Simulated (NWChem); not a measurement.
Correlation energy of Se

```
Se
```
Charge 0, spin multiplicity 3.

Program: NWChem.

Basis set: def2-TZVP. Each correlation energy counts from its own Hartree-Fock reference.

The Hamiltonian is non-relativistic. The correlated methods keep 9 core orbitals frozen. The stability of the SCF solutions was not checked. Open-shell Hartree-Fock references start from PBE0 orbitals. Coupled-cluster values serve here as a point of comparison, not as the truth.

Problem. One of these methods gave a correlation energy of -229.4 mHa. Which?
A) UMP2
B) SCS-UMP2
C) CCSD on UHF
D) CCSD on ROHF

Solution. D, CCSD on ROHF. The others give -213.4 (UMP2), -198.4 (SCS-UMP2), -224.6 (CCSD on UHF).
